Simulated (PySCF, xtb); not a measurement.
F4S, SMILES S(F)(F)(F)F (connectivity only; charge and spin as stated), charge -1, multiplicity 2.

Harmonic wavenumbers (cm⁻¹) from GFN2-xTB (xtb) at its own minimum, in rising order: 110, 117, 190, 288, 291, 398, 472, 604, 645.

### Question
What does PySCF 2.14.0 with PBE0-D3(BJ)/def2-SVPD give at its own minimum? (An estimate is asked for; the answer gives what the named calculation found.)

### Answer
167, 184, 230, 322, 403, 438, 499, 608, 759. Paired by order, the mean absolute difference is 55 cm⁻¹ and the zero-point energies are 4.5 and 5.2 kcal/mol.
